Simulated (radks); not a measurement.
Question: The mean radii <r> (bohr) of the occupied orbitals of an atom or ion are listed with their occupations. Method: scalar-relativistic Kohn-Sham, HCTH/407, spin-polarised, spherical densities, finite nucleus; Fermi nuclear charge, rms radius of each element as measured or else 0.836 A^(1/3) + 0.57 fm; computed with a radial shooting solver on a logarithmic mesh with Libxc functionals.

| orbital | occ. | <r> |
|---|---|---|
| 1s up | 1 | 0.03041 |
| 1s down | 1 | 0.03041 |
| 2s up | 1 | 0.1317 |
| 2s down | 1 | 0.1317 |
| 2p up | 3 | 0.1148 |
| 2p down | 3 | 0.1148 |
| 3s up | 1 | 0.3581 |
| 3s down | 1 | 0.3581 |
| 3p up | 3 | 0.3566 |
| 3p down | 3 | 0.3566 |
| 3d up | 5 | 0.3339 |
| 3d down | 5 | 0.3339 |
| 4s up | 1 | 0.8787 |
| 4s down | 1 | 0.8784 |
| 4p up | 3 | 0.9588 |
| 4p down | 3 | 0.9575 |
| 4d up | 5 | 1.266 |
| 4d down | 5 | 1.261 |
| 5s up | 1 | 2.607 |

Name the element and its charge. Open shells, if any, are filled with parallel spins first.

Answer: Z = 48, cadmium, charge +1: Cd+ in [Kr] 4d10 5s1. The 1s radius gives Z: for a bare nucleus <r> = (2 gamma + 1)/(2Z) with gamma = sqrt(1 - (Z/c)^2), 0.02993 bohr for Z = 48, and screening makes it slightly larger (0.03041 here). The occupations add up to 47, and the charge is Z minus that.
